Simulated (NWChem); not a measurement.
System: CoHOBr, quartet; SMILES [OH][Co][Br]

```xyz
4

Co    -0.0150     0.8896     0.0000
Br     0.0000    -1.3778     0.0000
O     -0.0321     2.6157     0.0000
H      0.6607     3.2794     0.0000
```
Atoms are numbered in this order, from 1.

All runs: NWChem. Spin-unrestricted. Coordinates come from a PBE0/def2-SVP, spin-unrestricted optimisation. The spin multiplicity was typed, not searched, and may not be the lowest. No stability test was run on the SCF state.

**Question.** Estimate the computed values for RPBE/def2-SVP. Quantities: highest occupied level (eV); lowest empty minus highest occupied level, either spin (eV); dipole (D); <S²>.

**Answer.** 
| Item | Value |
|---|---|
| highest occupied level (eV) | -5.54 |
| lowest empty minus highest occupied level, either spin (eV) | 0.78 |
| dipole (D) | 2.52 |
| <S²> | 3.76 |
